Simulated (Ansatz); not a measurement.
Species: C2H6BO, charge -1, multiplicity 1. It need not be the lowest isomer of its formula. Whether it binds its extra electron was not tested at this geometry. 
Coordinates optimised at B3LYP-D3(BJ)/def2-TZVP (Ansatz, a quantum-chemistry and plane-wave program):
```
B
O 1 1.2902
C 1 1.6452 2 123.71
H 3 1.0948 1 111.21 2 0.00
H 3 1.1003 4 107.95 1 123.10
H 3 1.1003 4 107.95 5 113.79
C 1 1.6452 2 123.71 3 180.00
H 7 1.0948 1 111.21 2 0.00
H 7 1.1003 8 107.95 1 -123.10
H 7 1.1003 8 107.95 9 -113.79
```
Charge -1, spin multiplicity 1.

Total electronic energies in hartree. Valence correlation only, unless marked. No spin-orbit coupling. No relativistic terms. CBS marks a two-point X^-3 extrapolation of the correlation energy; Hartree-Fock from the larger set. The bracket is a focal-point correction in the basis named.

```
level                                                                 program  energy (Eh)
-------------------------------------------------------------  --------------  -----------
PBE-D3(BJ)/def2-TZVPD                                          Ansatz + dftd3   -179.82101
BLYP-D3(BJ)/def2-TZVPD                                         Ansatz + dftd3   -179.99403
BLYP/def2-TZVPD                                                        Ansatz   -179.98235
PBE0/6-31G*                                                            Ansatz   -179.73733
PBE0-D3(BJ)/def2-TZVP                                          Ansatz + dftd3   -179.83320
PBE0-D4/def2-TZVPD                                             Ansatz + dftd4   -179.83655
PBE0/def2-QZVPP                                                        Ansatz   -179.84266
r2SCANh/def2-TZVPD                                                     Ansatz   -179.93536
HSE06-D3(BJ)/def2-TZVPD                                        Ansatz + dftd3   -179.82420
HSE06-D4/def2-TZVPD                                            Ansatz + dftd4   -179.82566
HSE06/def2-TZVPD                                                       Ansatz   -179.82077
LC-wPBE-D4/def2-TZVPD                                          Ansatz + dftd4   -179.94272
LC-wPBE/def2-TZVPD                                                     Ansatz   -179.93571
B2GP-PLYP-D3(BJ)/def2-TZVPD                                    Ansatz + dftd3   -179.86295
RPA@PBE/cc-pVQZ                                                        Ansatz   -180.12578
MP2/cc-pVDZ                                                            Ansatz   -179.40784
MP2/cc-pVTZ                                                            Ansatz   -179.60901
MP2/cc-pwCVTZ                                                          Ansatz   -179.62136
SCS-MP2/cc-pwCVTZ                                                      Ansatz   -179.61975
CCSD(T)/aug-cc-pVDZ                                                    Ansatz   -179.52080
CCSD(T)/cc-pVTZ                                                        Ansatz   -179.66891
CCSD(T) with core electrons/cc-pwCVTZ                                  Ansatz   -179.87603
RI-MP2/CBS(aug-cc-pVTZ,aug-cc-pVQZ)+[CCSD(T)-MP2]/aug-cc-pVTZ          Ansatz    -179.7708
```

Totals of different functionals don't rank their quality; only differences between species are comparable.
